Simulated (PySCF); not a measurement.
Si(Me)3(NMe2), SMILES CN([Si](C)(C)C)C (C5H15NSi) (GFN2-xTB optimised geometry):

```
22

C      1.587     0.559     0.869
N      0.833    -0.312     0.000
C      1.586    -1.491    -0.352
Si    -0.901    -0.312     0.000
C     -1.692    -1.208     1.500
C     -1.476     1.504     0.000
C     -1.475    -1.173    -1.599
H      1.013     1.456     1.078
H      1.836     0.072     1.820
H      2.523     0.847     0.381
H      1.835    -2.096     0.530
H      1.013    -2.103    -1.041
H      2.523    -1.201    -0.836
H     -1.393    -0.746     2.437
H     -2.777    -1.186     1.459
H     -1.390    -2.251     1.540
H     -0.913     2.103    -0.708
H     -1.375     1.960     0.979
H     -2.523     1.567    -0.276
H     -2.521    -0.958    -1.788
H     -1.377    -2.252    -1.536
H     -0.909    -0.837    -2.461
```

Calculation: PBE0/def2-SVP (PySCF).

Question: What are the frontier orbital energies and the dipole moment?

Answer: HOMO-2 -8.38 eV, HOMO-1 -8.31 eV, HOMO -5.91 eV, LUMO 1.49 eV, LUMO+1 2.42 eV; dipole moment 0.33 D.

Meta-Löwdin charges at PBE0/def2-SVP: C1 -0.19, N2 -0.43, C3 -0.19, Si4 0.97, C5 -0.57, C6 -0.56, C7 -0.56, H8 0.10, H9 0.08, H10 0.09, H11 0.08, H12 0.10, H13 0.09, H14 0.11, H15 0.11, H16 0.11, H17 0.11, H18 0.11, H19 0.11, H20 0.11, H21 0.11, H22 0.11.
